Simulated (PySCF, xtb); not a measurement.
C₂H₅Te, SMILES [CH2][Te]C, multiplicity 2.

Harmonic wavenumbers (cm⁻¹) from GFN2-xTB (xtb) at its own minimum, in rising order: 83, 184, 253, 481, 550, 661, 774, 830, 844, 1292, 1336, 1466, 1469, 3057, 3068, 3070, 3083, 3128.

Problem. What does B3LYP-D3(BJ)/def2-SVP run with PySCF give at its own minimum? (Estimate from the structure and the level; the computed values follow.)

Solution. 95, 157, 188, 303, 518, 601, 750, 829, 867, 1239, 1325, 1434, 1444, 3059, 3140, 3176, 3183, 3282. Paired by order, the mean absolute difference is 54 cm⁻¹ and the zero-point energies are 36.6 and 36.6 kcal/mol.
